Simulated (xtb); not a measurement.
xtb input (GFN2-xTB):

```bash
xtb mol.xyz --gfn 2 --ohess tight --chrg -1 --uhf 0
```
mol.xyz:
```
10

Si     2.26693681    -0.44820767     0.28920623
C      0.36146673    -0.18188862     0.25998042
N     -0.51462590    -0.64215780     1.09851483
C     -1.80980710    -0.41533270     0.77458581
C     -1.97370890     0.32193977    -0.40098952
S     -0.43131923     0.72462796    -1.06164723
H      2.58182152     0.75358069    -0.62680750
H      2.57707023     0.20263286     1.59243467
H     -2.64557711    -0.76779365     1.38521356
H     -2.91391252     0.64467521    -0.86948014
```

Output:

```
           -------------------------------------------------
          |                Calculation Setup                |
           -------------------------------------------------

           -------------------------------------------------
          |                 G F N 2 - x T B                 |
           -------------------------------------------------

        Reference                      10.1021/acs.jctc.8b01176
      * Hamiltonian:
        H0-scaling (s, p, d)           1.850000    2.230000    2.230000
        zeta-weighting                 0.500000
      * Dispersion:
        s8                             2.700000
        a1                             0.520000
        a2                             5.000000
        s9                             5.000000
      * Repulsion:
        kExp                           1.500000    1.000000
        rExp                           1.000000
      * Coulomb:
        alpha                          2.000000
        third order                    shell-resolved
        anisotropic                    true
        a3                             3.000000
        a5                             4.000000
        cn-shift                       1.200000
        cn-exp                         4.000000
        max-rad                        5.000000

          ...................................................
          :                      SETUP                      :
          :.................................................:
          :  # basis functions                  40          :
          :  # atomic orbitals                  38          :
          :  # shells                           18          :
          :  # electrons                        32          :
          :  max. iterations                   250          :
          :  Hamiltonian                  GFN2-xTB          :
          :  restarted?                      false          :
          :  GBSA solvation                  false          :
          :  PC potential                    false          :
          :  electronic temp.          300.0000000     K    :
          :  accuracy                    1.0000000          :
          :  -> integral cutoff          0.2500000E+02      :
          :  -> integral neglect         0.1000000E-07      :
          :  -> SCF convergence          0.1000000E-05 Eh   :
          :  -> wf. convergence          0.1000000E-03 e    :
          :  Broyden damping             0.4000000          :
          :  net charge                         -1          :
          :  unpaired electrons                  0          :
          ...................................................

 iter      E             dE          RMSdq      gap      omega  full diag
   1    -16.5646920 -0.165647E+02  0.821E+00    2.48       0.0  T
   2    -16.5973197 -0.326277E-01  0.481E+00    0.84       1.0  T
   3    -16.6075857 -0.102660E-01  0.440E+00    2.05       1.0  T
   4    -16.6461311 -0.385454E-01  0.211E+00    1.20       1.0  T
   5    -16.6439756  0.215552E-02  0.125E+00    1.05       1.0  T
   6    -16.6497021 -0.572646E-02  0.484E-01    1.19       1.0  T
[...]
     4   6 C        5   6 C                                       1.3593213
     5   6 C        6  16 S                                       1.7435615
     1  14 Si       7   1 H                                       1.4675057
     1  14 Si       8   1 H                                       1.4664278
     4   6 C        9   1 H                                       1.0836054
     5   6 C       10   1 H                                       1.0738630 (min)

 * 6 distinct bonds (by element types)

   Z      Z             #   av. dist./Å        max./Å        min./Å
   1 H    6 C           2     1.0787342     1.0836054     1.0738630
   6 C    6 C           1     1.3593213     1.3593213     1.3593213
   6 C    7 N           2     1.3252041     1.3413972     1.3090109
   1 H   14 Si          2     1.4669668     1.4675057     1.4664278
   6 C   14 Si          1     1.8139267     1.8139267     1.8139267
   6 C   16 S           1     1.7435615     1.7435615     1.7435615

           -------------------------------------------------
          |               Frequency Printout                |
           -------------------------------------------------
 projected vibrational frequencies (cm⁻¹)
eigval :       -0.00    -0.00    -0.00    -0.00     0.00     0.00
eigval :      162.34   176.32   241.03   401.69   436.80   482.12
eigval :      527.03   533.76   596.74   631.80   726.99   815.86
eigval :      832.62   849.37   968.27  1053.90  1173.24  1306.35
eigval :     1426.99  1485.80  2123.07  2152.60  3011.34  3110.63
 reduced masses (amu)
   1: 18.83   2: 21.16   3: 25.33   4: 22.48   5: 24.03   6: 14.19   7: 14.61   8: 18.35
   9:  5.44  10: 16.30  11: 18.74  12:  9.12  13: 12.31  14: 11.89  15:  7.63  16:  3.70
  17: 16.61  18:  3.27  19:  9.89  20:  4.92  21: 12.21  22:  4.10  23:  5.31  24: 10.66
  25: 12.80  26: 11.43  27:  1.54  28:  2.13  29:  1.79  30:  1.87
 IR intensities (km·mol⁻¹)
   1:  0.53   2:  8.04   3:  7.25   4:  2.62   5:  9.22   6:  1.16   7:  2.12   8:  1.38
   9:  1.29  10:  5.50  11:  4.67  12:129.37  13: 38.43  14:  8.12  15: 31.29  16:  2.21
  17:  3.03  18:  1.86  19:151.32  20:148.67  21: 77.72  22:  3.76  23:  4.49  24: 48.99
  25:454.63  26:153.89  27:175.51  28:727.06  29:192.04  30: 96.23
 Raman intensities (Ä⁴*amu⁻¹)
   1:  0.00   2:  0.00   3:  0.00   4:  0.00   5:  0.00   6:  0.00   7:  0.00   8:  0.00
   9:  0.00  10:  0.00  11:  0.00  12:  0.00  13:  0.00  14:  0.00  15:  0.00  16:  0.00
  17:  0.00  18:  0.00  19:  0.00  20:  0.00  21:  0.00  22:  0.00  23:  0.00  24:  0.00
  25:  0.00  26:  0.00  27:  0.00  28:  0.00  29:  0.00  30:  0.00
 output can be read by thermo (or use thermo option).
 writing <g98.out> molden fake output.
 recommended (thermochemical) frequency scaling factor: 1.0
           -------------------------------------------------
          |             Thermodynamic Functions             |
           -------------------------------------------------

c1  symmetry found (for desy threshold:  0.10E+00) used in thermo

          ...................................................
          :                      SETUP                      :
          :.................................................:
Note: The following floating-point exceptions are signalling: IEEE_UNDERFLOW_FLAG IEEE_DENORMAL
normal termination of xtb
          :  # frequencies                          24      :
          :  # imaginary freq.                       0      :
          :  linear?                             false      :
          :  only rotor calc.                    false      :
          :  symmetry                               c1      :
          :  rotational number                       1      :
          :  scaling factor                  1.0000000      :
          :  rotor cutoff                   50.0000000 cm⁻¹ :
          :  imag. cutoff                  -20.0000000 cm⁻¹ :
          :.................................................:

    mode    ω/cm⁻¹     T·S(HO)/kcal·mol⁻¹    T·S(FR)/kcal·mol⁻¹   T·S(vib)
   ------------------------------------------------------------------------
       1    162.34    -0.75204 ( 99.11%)    -0.70755 (  0.89%)    -0.75164
       2    176.32    -0.70573 ( 99.36%)    -0.68309 (  0.64%)    -0.70559
       3    241.03    -0.53526 ( 99.82%)    -0.59051 (  0.18%)    -0.53536
   ------------------------------------------------------------------------

   temp. (K)  partition function   enthalpy   heat capacity  entropy
                                   cal/mol     cal/K/mol   cal/K/mol   J/K/mol
 298.15  VIB   10.0                 2306.533     17.906     12.315
         ROT  0.233E+06              888.752      2.981     27.545
         INT  0.234E+07             3195.286     20.887     39.860
         TR   0.118E+28             1481.254      4.968     40.096
         TOT                        4676.5397    25.8548    79.9566   334.5384

       T/K    H(0)-H(T)+PV         H(T)/Eh          T*S/Eh         G(T)/Eh
   ------------------------------------------------------------------------
    298.15    0.745254E-02    0.649231E-01    0.379900E-01    0.269331E-01
   ------------------------------------------------------------------------

         :::::::::::::::::::::::::::::::::::::::::::::::::::::
         ::                  THERMODYNAMIC                  ::
         :::::::::::::::::::::::::::::::::::::::::::::::::::::
         :: total free energy         -16.469566100388 Eh   ::
         ::.................................................::
         :: total energy              -16.496499232164 Eh   ::
         :: zero point energy           0.057470549041 Eh   ::
         :: G(RRHO) w/o ZPVE           -0.030537417265 Eh   ::
         :: G(RRHO) contrib.            0.026933131775 Eh   ::
         :::::::::::::::::::::::::::::::::::::::::::::::::::::

optimized geometry written to: xtbopt.xyz

           -------------------------------------------------
          | TOTAL ENERGY              -16.496499232164 Eh   |
          | TOTAL ENTHALPY            -16.431576142747 Eh   |
          | TOTAL FREE ENERGY         -16.469566100388 Eh   |
          | GRADIENT NORM               0.000167971971 Eh/α |
          | HOMO-LUMO GAP               1.437845892235 eV   |
           -------------------------------------------------

------------------------------------------------------------------------
------------------------------------------------------------------------
 total:
 SCF:
 ANC optimizer:
 analytical hessian:
```

It need not be the lowest isomer of its formula. Whether it binds its extra electron was not tested at this geometry.
